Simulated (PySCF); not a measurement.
Nd(III) with different ligands

Computed with PySCF 2.14.0, PBE0, def2-SVP on the ligands, density fitting, scalar-relativistic core potentials, no spin-orbit coupling, vacuum. The metal has lcecp-1-SVP with ECP49. Each complex is relaxed within the symmetry of a template of the same shape. Distances are means of the shortest metal–ligand contacts, charges and spins Mulliken's. lcecp potentials hold a fixed number of 4f electrons in the core, out of states, spins and gaps.

```tsv
complex	point group	M–first ligand (Å)	charge on M (e)	dipole (D)	strongest infrared band, degenerate modes summed (cm⁻¹)	unstable modes (below −25 cm⁻¹)
NdO(OH)	Cs	1.864	0.77	5.85	819	0
NdSF	Cs	2.368	0.79	8.23	568	0
NdOCl	Cs	1.846	0.79	7.49	840	0
```

Problem. What does the calculation give for NdOF?

Solution. point group: Cs, M–first ligand (Å): 1.857, charge on M (e): 0.87, dipole (D): 7.39, strongest infrared band, degenerate modes summed (cm⁻¹): 827, unstable modes (below −25 cm⁻¹): 0.
```xyz
3

Nd    0.0435    0.0000   -0.3725
O     1.5445    0.0000    0.7208
F    -1.6778    0.0000    0.8033
```

One start shape was tried for each, so a minimum needn't be the lowest isomer.
